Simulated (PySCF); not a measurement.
**Stationary points of SeSF₂**

Computed with PBE0/[Se def2-TZVP, S def2-TZVP, F def2-TZVP], no relativity, density fitting, PySCF.

Relaxations began from a few typed shapes. The search is not exhaustive: other isomers or separated fragments can lie lower, and high-lying points may rest on an excited occupation.

```
   spin  group                            bonds                            angles  imaginary modes (cm⁻¹)  ΔE (kJ/mol)  ΔE with ZPE (kJ/mol)
singlet     Cs  Se–F 1.750 Å (×2), Se–S 1.992 Å  F–Se–F 90.7°, F–Se–S 106.2° (×2)                    none          0.0                   0.0
singlet    C2v  Se–F 1.841 Å (×2), Se–S 2.002 Å  F–Se–F 170.2°, F–Se–S 94.9° (×2)                    164i        115.8                     –
```

The lowest minimum found is the singlet Cs: Se–F 1.750 Å (×2), Se–S 1.992 Å; F–Se–F 90.7°, F–Se–S 106.2° (×2).

Counting electrons, selenium keeps 2 of its valence electrons outside its bonds, so the VSEPR class is AX3E1 and the expected shape is trigonal pyramidal; with unlike ligands the computed point group is Cs.
